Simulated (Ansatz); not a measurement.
## Molecular dynamics of CH$_{6}$OS$_{2}$Si

Input file:

```yaml
crystal:
  periodic: [false, false, false]
  atoms:
    - { symbol: O, position_ang: [1.860753, 0.557452, 1.916048] }
    - { symbol: C, position_ang: [0.794903, 0.701219, 0.930192] }
    - { symbol: S, position_ang: [-0.71632, -0.294717, 1.36457] }
    - { symbol: Si, position_ang: [-1.421115, -0.661375, -0.624385] }
    - { symbol: S, position_ang: [0.172837, -0.973581, -2.02036] }
    - { symbol: H, position_ang: [2.082308, -0.444279, 1.841589] }
    - { symbol: H, position_ang: [1.129573, 0.398565, -0.094408] }
    - { symbol: H, position_ang: [0.560442, 1.786985, 0.912138] }
    - { symbol: H, position_ang: [-2.25195, -1.843923, -0.560015] }
    - { symbol: H, position_ang: [-2.2385, 0.433421, -1.112356] }
    - { symbol: H, position_ang: [0.09247, 0.283233, -2.532413] }
basis:
  gaussian: { orbitals: STO-3G }
hamiltonian:
  xc: b3lyp
  dispersion: d4
md:
  timestep: 0.5
  n_steps: 400
  ensemble: nvt_nose_hoover
  temperature: 700.0
  initial_velocities: maxwell_boltzmann
  seed: 840690
  nose_hoover: { tau: 20.0, chain_length: 5 }
```

Run as:

```bash
$ ansatz run input.yaml --threads 1 --pin off --max-ram 2048MiB --backend cpu --events-out ev --progress --plain --runs-dir out
```

It starts from a relaxed structure.

Output, in part (step lines, the closing report, with atoms numbered from 0):

```
md step     0: t =     0.00 fs  T =   700.0 K  F+E_penalty+E_count = -32358.37116480 eV  E_kin = 0.814338 eV  conserved = -32357.55682680 eV  (21 SCF iters)
[... lines left out ...]
Total energy: -32357.51354748 eV, -1189.1166901595 hartree
Atom 0 at     1.655051    -0.437936     1.921451 Å, force     0.158924     0.748052    -0.687429 eV/Å
Atom 1 at     0.809388     0.743390     1.544231 Å, force     2.158030    -0.161636    -5.236348 eV/Å
Atom 2 at    -0.929475     0.500834     0.937445 Å, force    -0.908850    -0.042888     0.951378 eV/Å
Atom 3 at    -0.777285    -1.281557    -0.221173 Å, force     0.300681     1.477349    -1.774909 eV/Å
Atom 4 at    -0.185210    -0.694402    -2.293243 Å, force    -0.470684     0.244120     1.302995 eV/Å
Atom 5 at     2.363416    -0.401917     1.127520 Å, force    -1.100471    -0.271793     1.363887 eV/Å
Atom 6 at     1.352455     1.175543     0.561785 Å, force    -1.040479    -0.492737     2.321018 eV/Å
Atom 7 at     0.789945     1.588430     2.222601 Å, force    -0.021971     0.302909     1.375185 eV/Å
Atom 8 at     0.335640    -1.898624     0.365152 Å, force     0.834963    -1.162494     0.428753 eV/Å
Atom 9 at    -1.970250    -2.109940    -0.223310 Å, force     0.101188     0.115544     0.138941 eV/Å
Atom 10 at    -0.175605     0.654042    -1.971856 Å, force    -0.011332    -0.756426    -0.183471 eV/Å
Dipole moment:     0.119872     0.084771    -0.028640 e Å
```

The steps, from the saved trajectory:

```json
{"time (fs)": "0.0", "T (K)": "700", "potential energy less start (eV)": "0.000", "conserved less start (meV/atom)": "0.00"}
{"time (fs)": "6.5", "T (K)": "367", "potential energy less start (eV)": "0.400", "conserved less start (meV/atom)": "0.21"}
{"time (fs)": "13.0", "T (K)": "414", "potential energy less start (eV)": "0.395", "conserved less start (meV/atom)": "0.24"}
{"time (fs)": "19.5", "T (K)": "581", "potential energy less start (eV)": "0.333", "conserved less start (meV/atom)": "0.18"}
{"time (fs)": "26.0", "T (K)": "441", "potential energy less start (eV)": "0.635", "conserved less start (meV/atom)": "0.24"}
{"time (fs)": "32.5", "T (K)": "722", "potential energy less start (eV)": "0.425", "conserved less start (meV/atom)": "0.22"}
{"time (fs)": "39.0", "T (K)": "659", "potential energy less start (eV)": "0.575", "conserved less start (meV/atom)": "0.44"}
{"time (fs)": "45.5", "T (K)": "560", "potential energy less start (eV)": "0.721", "conserved less start (meV/atom)": "0.30"}
{"time (fs)": "52.0", "T (K)": "907", "potential energy less start (eV)": "0.376", "conserved less start (meV/atom)": "0.36"}
{"time (fs)": "58.5", "T (K)": "770", "potential energy less start (eV)": "0.556", "conserved less start (meV/atom)": "0.25"}
{"time (fs)": "65.0", "T (K)": "785", "potential energy less start (eV)": "0.544", "conserved less start (meV/atom)": "0.44"}
{"time (fs)": "71.5", "T (K)": "900", "potential energy less start (eV)": "0.371", "conserved less start (meV/atom)": "0.38"}
{"time (fs)": "78.0", "T (K)": "616", "potential energy less start (eV)": "0.611", "conserved less start (meV/atom)": "0.26"}
{"time (fs)": "84.5", "T (K)": "740", "potential energy less start (eV)": "0.374", "conserved less start (meV/atom)": "0.29"}
{"time (fs)": "91.0", "T (K)": "673", "potential energy less start (eV)": "0.301", "conserved less start (meV/atom)": "0.27"}
{"time (fs)": "97.5", "T (K)": "407", "potential energy less start (eV)": "0.479", "conserved less start (meV/atom)": "0.42"}
{"time (fs)": "104.0", "T (K)": "636", "potential energy less start (eV)": "0.102", "conserved less start (meV/atom)": "0.09"}
{"time (fs)": "110.5", "T (K)": "406", "potential energy less start (eV)": "0.288", "conserved less start (meV/atom)": "0.21"}
{"time (fs)": "117.0", "T (K)": "318", "potential energy less start (eV)": "0.371", "conserved less start (meV/atom)": "0.27"}
{"time (fs)": "123.5", "T (K)": "474", "potential energy less start (eV)": "0.218", "conserved less start (meV/atom)": "0.16"}
{"time (fs)": "130.0", "T (K)": "412", "potential energy less start (eV)": "0.372", "conserved less start (meV/atom)": "0.23"}
{"time (fs)": "136.5", "T (K)": "550", "potential energy less start (eV)": "0.373", "conserved less start (meV/atom)": "0.24"}
{"time (fs)": "143.0", "T (K)": "637", "potential energy less start (eV)": "0.488", "conserved less start (meV/atom)": "0.42"}
{"time (fs)": "149.5", "T (K)": "613", "potential energy less start (eV)": "0.631", "conserved less start (meV/atom)": "0.30"}
{"time (fs)": "156.0", "T (K)": "604", "potential energy less start (eV)": "0.719", "conserved less start (meV/atom)": "0.39"}
{"time (fs)": "162.5", "T (K)": "730", "potential energy less start (eV)": "0.637", "conserved less start (meV/atom)": "0.16"}
{"time (fs)": "169.0", "T (K)": "642", "potential energy less start (eV)": "0.805", "conserved less start (meV/atom)": "0.48"}
{"time (fs)": "175.5", "T (K)": "573", "potential energy less start (eV)": "0.945", "conserved less start (meV/atom)": "0.63"}
{"time (fs)": "182.0", "T (K)": "848", "potential energy less start (eV)": "0.693", "conserved less start (meV/atom)": "0.43"}
{"time (fs)": "188.5", "T (K)": "979", "potential energy less start (eV)": "0.583", "conserved less start (meV/atom)": "0.40"}
{"time (fs)": "195.0", "T (K)": "711", "potential energy less start (eV)": "0.864", "conserved less start (meV/atom)": "0.52"}
```

The run went to its last step. The conserved energy stayed within 0.66 meV per atom of its start (net change 0.53 meV per atom), so the integration is sound. The mean temperature of the second half is 12 % below the set value. A run of 0.2 ps of so small a system gives no equilibrium averages. Limits of this set-up: minimal basis.

The same pairs are bonded in the first frame and the last. Pairs count as bonded within 1.25 times the sum of covalent radii (0.12 Å more for H–H).

Last frame:

```xyz
11
Properties=species:S:1:pos:R:3
O 1.655 -0.438 1.921
C 0.809 0.743 1.544
S -0.929 0.501 0.937
Si -0.777 -1.282 -0.221
S -0.185 -0.694 -2.293
H 2.363 -0.402 1.127
H 1.353 1.175 0.562
H 0.790 1.588 2.223
H 0.336 -1.899 0.365
H -1.970 -2.110 -0.223
H -0.176 0.654 -1.972
```

Run time: 16 min on 1 thread of AMD EPYC 7R43 64-Core Processor (Zen 3), on a shared host, peak memory 0.22 GiB.
